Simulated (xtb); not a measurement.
F2Ge, singlet, geometry from GFN2-xTB of the parent state; GFN1-xTB in xtb.

The xtb input:
```
$ xtb mol.xyz --gfn 1 --chrg 0 --uhf 0 --json

# file mol.xyz
3

Ge     0.01273408    -0.00945855     0.40380931
F      0.85130033     1.56847282    -0.70909783
F     -0.89657706    -1.53484242    -0.72666861
```

It wrote (shortened):

```
   ID    Z sym.   atoms
    1   32 Ge     1
    2    9 F      2, 3

           -------------------------------------------------
          |                Calculation Setup                |
           -------------------------------------------------

           -------------------------------------------------
          |                 G F N 1 - x T B                 |
           -------------------------------------------------

          ...................................................
          :                      SETUP                      :
          :.................................................:
          :  # basis functions                  18          :
          :  # atomic orbitals                  17          :
          :  # shells                            7          :
          :  # electrons                        18          :
          :  # halogen bonds                     0          :
          :  max. iterations                   250          :
          :  Hamiltonian                  GFN1-xTB          :
          :  restarted?                      false          :
          :  GBSA solvation                  false          :
          :  PC potential                    false          :
          :  electronic temp.          300.0000000     K    :
          :  accuracy                    1.0000000          :
          :  -> integral cutoff          0.2500000E+02      :
          :  -> integral neglect         0.1000000E-07      :
          :  -> SCF convergence          0.1000000E-05 Eh   :
          :  -> wf. convergence          0.2000000E-04 e    :
          :  Broyden damping             0.4000000          :
          :  net charge                          0          :
          :  unpaired electrons                  0          :
          ...................................................

 iter      E             dE          RMSdq      gap      omega  full diag
   1    -11.8974170 -0.118974E+02  0.866E+00    4.42       0.0  T
   2    -11.9247644 -0.273474E-01  0.289E+00    2.87       1.0  T
   3    -11.9196045  0.515992E-02  0.218E+00    2.78       1.0  T
   4    -11.9362180 -0.166135E-01  0.374E-01    2.41       1.0  T
   5    -11.9339470  0.227101E-02  0.115E+00    2.72       1.0  T
   6    -11.9362957 -0.234871E-02  0.869E-02    2.50       1.0  T
   7    -11.9363008 -0.510994E-05  0.351E-02    2.49       1.6  T
   8    -11.9363036 -0.277550E-05  0.155E-03    2.48      37.2  T
   9    -11.9363036  0.173957E-08  0.196E-03    2.48      29.5  T
  10    -11.9363036 -0.107776E-07  0.113E-05    2.48    5112.9  T
  11    -11.9363036 -0.440536E-12  0.370E-09    2.48  100000.0  T

   *** convergence criteria satisfied after 11 iterations ***

         :::::::::::::::::::::::::::::::::::::::::::::::::::::
         ::                     SUMMARY                     ::
         :::::::::::::::::::::::::::::::::::::::::::::::::::::
         :: total energy             -11.936470777038 Eh    ::
         :: gradient norm              0.068152425186 Eh/a0 ::
         :: HOMO-LUMO gap              2.483457093981 eV    ::
         ::.................................................::
         :: SCC energy               -11.936303567600 Eh    ::
         :: -> electrostatic           0.083633949570 Eh    ::
         :: repulsion energy           0.000196640576 Eh    ::
         :: dispersion energy         -0.000363850014 Eh    ::
         :: halogen bond corr.         0.000000000000 Eh    ::
         :: add. restraining           0.000000000000 Eh    ::
         :: total charge              -0.000000000000 e     ::
         :::::::::::::::::::::::::::::::::::::::::::::::::::::

           -------------------------------------------------
          |                Property Printout                |
           -------------------------------------------------

    * Orbital Energies and Occupations

         #    Occupation            Energy/Eh            Energy/eV
      -------------------------------------------------------------
         1        2.0000           -0.7435214             -20.2322
         2        2.0000           -0.7405636             -20.1518
         3        2.0000           -0.5321943             -14.4817
         4        2.0000           -0.4839508             -13.1690
         5        2.0000           -0.4710481             -12.8179
         6        2.0000           -0.4687577             -12.7555
         7        2.0000           -0.4660361             -12.6815
         8        2.0000           -0.4622336             -12.5780
         9        2.0000           -0.4355381             -11.8516 (HOMO)
        10                         -0.3442727              -9.3681 (LUMO)
        11                         -0.2921734              -7.9504
        12                         -0.2519231              -6.8552
        13                         -0.1389441              -3.7809
        14                         -0.1324960              -3.6054
        15                         -0.1214313              -3.3043
        16                         -0.0734620              -1.9990
        17                         -0.0311110              -0.8466
      -------------------------------------------------------------
                  HL-Gap            0.0912654 Eh            2.4835 eV
             Fermi-level           -0.3899054 Eh          -10.6099 eV

  Mulliken/CM5 charges         n(s)   n(p)   n(d)
     1Ge    0.78835  0.79512   1.920  0.990  0.301
     2F    -0.39418 -0.39756   1.896  5.499  0.000
     3F    -0.39418 -0.39756   1.896  5.499  0.000

Wiberg/Mayer (AO) data.
largest (>0.10) Wiberg bond orders for each atom

 ---------------------------------------------------------------------------
     #   Z sym  total        # sym  WBO       # sym  WBO       # sym  WBO
 ---------------------------------------------------------------------------
     1  32 Ge   2.065 --     3 F    1.033     2 F    1.033
     2   9 F    1.059 --     1 Ge   1.033
     3   9 F    1.059 --     1 Ge   1.033
 ---------------------------------------------------------------------------

Topologies differ in total number of bonds
Writing topology from bond orders to xtbtopo.mol

 dipole moment from electron density (au)
     X       Y       Z
   0.0493  -0.0366   1.5641  total (Debye):    3.979

           -------------------------------------------------
          | TOTAL ENERGY              -11.936470777038 Eh   |
          | GRADIENT NORM               0.068152425186 Eh/α |
          | HOMO-LUMO GAP               2.483457093981 eV   |
           -------------------------------------------------

normal termination of xtb
```
